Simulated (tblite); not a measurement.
`C([C@H]1[C@@H](C#[C])[C@@H]1C(F)F)#N` [radical] (doublet state). Structure optimised with GFN2-xTB, isolated species. This method treats the open shell by occupation alone, without spin polarisation.

```
atom  x, y, z in Å
C1     3.0278   -1.3691    0.2611
C2     1.9827   -0.9657   -0.1579
C3     0.7049   -0.4757   -0.6038
C4     0.2881    0.9404   -0.2577
C5     1.1475    1.7610    0.5247
N6     1.8355    2.4239    1.1523
C7    -0.3790   -0.2439    0.4077
C8    -1.8094   -0.5676    0.0530
F9    -2.0414   -0.3771   -1.2684
F10   -2.6626    0.2565    0.7079
H11    0.4198   -0.8441   -1.5830
H12   -0.2744    1.4851   -1.0088
H13   -0.1490   -0.4199    1.4516
H14   -2.0911   -1.6042    0.2991
```

(1) Which two atoms are farthest apart?

(2) Work out the bond lengths C2–C3, C3–C4, C4–H12, C8–F10, C8–H14 in Å.

(3) What are the angles C4–C3–C7, C4–C3–H11, C5–C4–H12, C3–C4–C7, C3–C7–C8, F10–C8–H14, C7–C8–F10?

(4) What is the repulsion energy of the bare nuclei, Σ ZA·ZB/RAB?

(5) Give the dihedral angles H12–C4–C7–H13, C5–C4–C7–C8, H11–C3–C4–H12.

(6) Where is the centre of mass (commonest isotopes), and what is the radius of gyration?

(7) How far are the heavy atoms from their best plane (unweighted least squares)?

(8) Write the matrix of distances between heavy atoms (Å, lower triangle).

Results:

(1) C1···F10, 5.93 Å; the next longest distance is 5.69 Å.

(2) For C2–C3 the difference vector is (-1.2778, 0.4900, -0.4459) Å, of length 1.4393 Å. C2–C3 1.439; C3–C4 1.516; C4–H12 1.085; C8–F10 1.355; C8–H14 1.102 Å.

(3) From the scalar product of the two bond vectors; for C4–C3–C7 it is 1.1301 Å² over 1.5162 × 1.5006 Å², cos θ = 0.4967. C4–C3–C7 60.2°; C4–C3–H11 116.8°; C5–C4–H12 113.8°; C3–C4–C7 59.4°; C3–C7–C8 119.5°; F10–C8–H14 107.6°; C7–C8–F10 110.7°.

(4) 468.51 Eh over 91 pairs, with full nuclear charges and distances in bohr; the largest single term is 21.09 Eh (C8 with F10, or a pair equal to it).

(5) H12–C4–C7–H13 -145° (anticlinal); C5–C4–C7–C8 141° (anticlinal); H11–C3–C4–H12 1° (synperiplanar). Dihedral signs follow IUPAC: positive where, seen along the central bond, the front bond turns clockwise onto the rear one.

(6) Mass 140.031 u; centre at (-0.044, 0.137, 0.053) Å; Rg = √(Σ m r²/M) = 2.299 Å. As Ia + Ib + Ic = 2 Σ m r², the three principal moments sum to 1480.4 u·Å².

(7) 0.514 Å rms; C1 0.46, C2 0.01, C3 0.47, C4 0.60, C5 0.21, N6 0.10, C7 0.48, C8 0.37, F9 0.91, F10 0.77 Å (magnitudes).

(8) 
```
C1    0.000
C2    1.196  0.000
C3    2.635  1.439  0.000
C4    3.621  2.552  1.516  0.000
C5    3.661  2.932  2.544  1.423  0.000
N6    4.075  3.637  3.573  2.566  1.143  0.000
C7    3.591  2.533  1.501  1.513  2.523  3.546  0.000
C8    4.908  3.819  2.600  2.602  3.793  4.842  1.509  0.000
F9    5.387  4.216  2.827  2.861  4.237  5.361  2.364  1.355  0.000
F10   5.935  4.881  3.687  3.179  4.100  5.013  2.357  1.355  2.166  0.000
```

Its GFN2-xTB frequencies are all real (lowest 40 cm⁻¹). 2 starts were optimised and ended at 0.00 and 0.09 kcal/mol (GFN2-xTB); the lowest of these is shown.

One conformer stands for the species.

All values are computed, not measured.
